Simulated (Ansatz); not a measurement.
```yaml
crystal:
  periodic: [false, false, false]
  atoms:
    - {symbol: N, position_ang: [-1.299735, 3.129318, -0.268427]}
    - {symbol: Ga, position_ang: [-0.922278, -0.358546, -0.502768]}
    - {symbol: N, position_ang: [2.039658, -2.889437, 1.923128]}
    - {symbol: F, position_ang: [-2.036122, -2.528852, -3.729741]}
    - {symbol: H, position_ang: [-2.508421, 3.808506, -1.454040]}
    - {symbol: H, position_ang: [-1.321675, 4.912997, 0.929287]}
    - {symbol: H, position_ang: [3.155052, -1.332102, 3.181356]}
    - {symbol: H, position_ang: [2.879921, -4.835912, 1.419072]}
basis:
  gaussian: {orbitals: cc-pVDZ}
hamiltonian: {xc: {name: revPBE}}
```

```sh
$ ansatz run in.yaml --threads 4 --pin off --events-out ev --progress --plain --max-ram 10444MiB
```

Shortened log:

```
Functional definition: revPBE
1142 factors; their error is unknown
mean field evaluation 1: about -58083.6014 eV, gradient 8.9e1 eV
mean field evaluation 2: about -57434.0822 eV, gradient 2.2e2 eV
mean field evaluation 4: about -57986.6274 eV, gradient 1.8e2 eV
mean field evaluation 8: about -58098.3104 eV, gradient 7.5e1 eV
mean field evaluation 16: about -58110.4844 eV, gradient 1.2e-1 eV
mean field evaluation 32: about -58110.4520 eV, gradient 5.8e-3 eV
mean field evaluation 160: about -58110.4254 eV, gradient 6.7e-2 eV
mean field -58110.45202207 eV, -2135.5197231319 hartree, gradient 1.4e-6 eV, S^2 0.000000; 10 other end points of the search recorded, 0 dependent functions left out
reference -58110.45209887 eV, -2135.5197259544 hartree; 29, 29 occupied and 60, 60 virtual orbitals, 1142 factors
Total energy: -58110.45209887 eV, -2135.5197259544 hartree
```

In this input the geometry is stretched to more than twice its size. Self-consistency was reached. The result belongs to that input, not to the molecule as meant.
